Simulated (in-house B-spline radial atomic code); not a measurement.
# Ionising Eu3+ with different functionals

Computed with a radial B-spline atomic code at the basis-set limit: four-component Dirac-Coulomb Hamiltonian, Fermi nucleus of rms radius 5.1115 fm, spin-restricted, spherical fractional occupations for the functionals. The ionisation energy is the difference of two self-consistent energies, [Xe] 4f6 → [Xe] 4f5, without Breit or QED terms; ε is the level of the shell that loses the electron (mean over j). The electron is taken from both j subshells in proportion to 2j + 1, so the result is a j average, not the step between ground levels.

Hybrids are left out here: with spherical fractional occupations of an open shell their exact exchange keeps a self-interaction that integer-occupation calculations don't have.

```
           method  rung  ΔSCF (eV)  -ε(4f) (eV)
         LDA VWN5   LDA      43.04        33.40
 relativistic LDA   LDA      43.21        33.55
         LDA PW92   LDA      43.03        33.39
LDA exchange-only   LDA      41.19        31.61
              PBE   GGA      42.68        33.06
           PBEsol   GGA      42.74        33.11
             BLYP   GGA      42.49        32.88
             RPBE   GGA          ?            ?
             PW91   GGA          ?            ?
             BP86   GGA      42.79        33.16
             AM05   GGA      42.79        33.15
             OLYP   GGA      43.14        33.45
```

Problem. What does PW91 give?

Solution. ΔSCF 42.79 eV, and -ε(4f) = 33.16 eV.

Problem. What does RPBE give?

Solution. ΔSCF 42.62 eV, and -ε(4f) = 32.99 eV.

Problem. How do they compare with the NIST value?

Solution. NIST lists 42.9 eV ± 0.11 (semi-empirical, ground level to ground level). Errors run from -1.75 to +0.27 eV; LDA PW92 is closest (+0.09 eV), though others lie within the uncertainty of it, and part of that can be cancellation, since the calculations leave out Breit-QED terms, spin polarisation, the choice among j levels, multiplet and fine-structure energies.
